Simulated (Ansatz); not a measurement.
The lowest singlet and triplet of H2Si2 (SMILES [Si]=[SiH2]); geometries from B3LYP-D3(BJ)/def2-TZVP, each state relaxed from the structure named, with no frequency check.
Singlet at the triplet's geometry (charge 0, multiplicity 1):
```xyz
4

Si     1.27642    -0.06075     0.01153
Si    -1.00470     0.04782    -0.00908
H     -1.95860    -1.09818    -0.01805
H     -1.84546     1.27923    -0.01632
```

```
level                                         gap E(singlet) − E(triplet), vertical, at the triplet's geometry (kcal/mol)  cost
--------------------------------------------  ---------------------------------------------------------------------------  ----
R-HF/cc-pV(T+d)Z                                                                                                    11.14     -
R-HF/cc-pV(Q+d)Z                                                                                                    11.09     -
R-SVWN5/def2-TZVPP                                                                                                  -8.36  ×0.5
U-SVWN5/def2-TZVPP                                                                                                  -8.36    ×1
R-PBE/def2-TZVPP                                                                                                    -4.43    ×1
U-PBE/def2-TZVPP (spin-contaminated)                                                                                -5.17    ×2
R-r2SCAN/def2-TZVPP                                                                                                 -0.64    ×1
R-B3LYP/def2-TZVPP                                                                                                  -5.13  ×0.4
U-B3LYP/def2-TZVPP (spin-contaminated)                                                                              -5.52    ×1
R-PBE0/def2-TZVPP                                                                                                   -1.64  ×0.4
U-PBE0/def2-TZVPP (spin-contaminated)                                                                               -2.67    ×1
R-BHLYP/def2-TZVPP                                                                                                  -2.18  ×0.5
U-BHLYP/def2-TZVPP (spin-contaminated)                                                                              -2.84    ×2
R-wB97X-V/def2-TZVPP                                                                                                -4.79    ×1
R-wB97M-V/def2-TZVPP                                                                                                -5.90    ×1
R-B2PLYP/def2-TZVPP                                                                                                 -5.88  ×0.6
U-B2PLYP/def2-TZVPP (spin-contaminated)                                                                             -5.38    ×2
R-MP2/cc-pV(D+d)Z                                                                                                   -4.77     -
R-MP2/cc-pV(T+d)Z                                                                                                   -5.86     -
R-SCS-MP2/cc-pV(D+d)Z                                                                                               -6.96     -
R-SCS-MP2/cc-pV(Q+d)Z                                                                                               -9.59     -
R-CCSD/cc-pV(D+d)Z                                                                                                  -5.68     -
R-CCSD/cc-pV(T+d)Z                                                                                                  -5.62     -
R-CCSD/cc-pV(Q+d)Z                                                                                                  -5.96     -
R-CCSD(T)/cc-pV(D+d)Z                                                                                               -7.67  ×0.4
R-CCSD(T)/cc-pV(T+d)Z                                                                                               -7.85    ×1
R-CCSD(T)/cc-pV(Q+d)Z                                                                                               -8.24    ×6
R-CCSDT/cc-pV(D+d)Z                                                                                                 -7.68     -
R-CCSDT(Q)/cc-pV(D+d)Z                                                                                              -7.95    ×6
SA-CASSCF(4,4)/cc-pV(D+d)Z                                                                                          -5.45     -
SA-CASSCF(4,4)/cc-pV(T+d)Z                                                                                          -4.69     -
SA-CASSCF(4,4)/cc-pV(Q+d)Z                                                                                          -4.71     -
SC-NEVPT2 on SA-CASSCF(4,4)/cc-pV(D+d)Z                                                                             -8.10     -
SC-NEVPT2 on SA-CASSCF(4,4)/cc-pV(T+d)Z                                                                             -8.17     -
SC-NEVPT2 on SA-CASSCF(4,4)/cc-pV(Q+d)Z                                                                             -8.56     -
FIC-NEVPT4(SD) on SA-CASSCF(4,4)/cc-pV(D+d)Z                                                                        -8.60     -
FIC-NEVPT4(SD) on SA-CASSCF(4,4)/cc-pV(T+d)Z                                                                        -8.88     -
FIC-NEVPT4(SD) on SA-CASSCF(4,4)/cc-pV(Q+d)Z                                                                        -9.28     -
FIC-MRCISD+Q on SA-CASSCF(4,4)/cc-pV(D+d)Z                                                                          -9.00     -
FIC-MRCISD+Q on SA-CASSCF(4,4)/cc-pV(Q+d)Z                                                                          -9.71     -
```

The rows run from -9.71 (FIC-MRCISD+Q on SA-CASSCF(4,4)/cc-pV(Q+d)Z) to 11.14 kcal/mol (R-HF/cc-pV(T+d)Z). In cc-pV(Q+d)Z the value moves R-HF 11.09, R-CCSD -5.96, R-CCSD(T) -8.24, a shift of -19.33 from R-HF to R-CCSD(T). From cc-pV(D+d)Z to cc-pV(Q+d)Z R-CCSD(T) changes by -0.57. The 9 R-functionals in def2-TZVPP without D3 or D4 span 7.73, from R-SVWN5 to R-r2SCAN.

A positive gap puts the triplet lower; no zero-point energy. R- takes a restricted singlet. U- takes an unrestricted singlet (broken symmetry where lower, unprojected). The triplet is unrestricted in single-reference levels. Active spaces average the two states.

Correlated levels freeze the cores.

Doubts at one or more of the structures used: a restricted determinant that unrestricted orbitals would lower (R-HF/cc-pV(T+d)Z, R-HF/cc-pV(Q+d)Z, R-PBE/def2-TZVPP, R-r2SCAN/def2-TZVPP, R-B3LYP/def2-TZVPP, R-PBE0/def2-TZVPP, R-BHLYP/def2-TZVPP, R-B2PLYP/def2-TZVPP, R-MP2/cc-pV(D+d)Z, R-MP2/cc-pV(T+d)Z, R-SCS-MP2/cc-pV(D+d)Z, R-SCS-MP2/cc-pV(Q+d)Z, R-CCSD/cc-pV(D+d)Z, R-CCSD/cc-pV(T+d)Z, R-CCSD/cc-pV(Q+d)Z, R-CCSD(T)/cc-pV(D+d)Z, R-CCSD(T)/cc-pV(T+d)Z, R-CCSD(T)/cc-pV(Q+d)Z, R-CCSDT/cc-pV(D+d)Z, R-CCSDT(Q)/cc-pV(D+d)Z).

Run with Ansatz (Gaussian basis) for Hartree–Fock, density functionals and correlated methods. Values without a source in brackets are computed.

Costs are rough ratios of core time to R-PBE/def2-TZVPP (about 11 s over the structures, on one shared machine); a dash marks a level with no comparable run of its own.

Ansatz is an electronic-structure program.
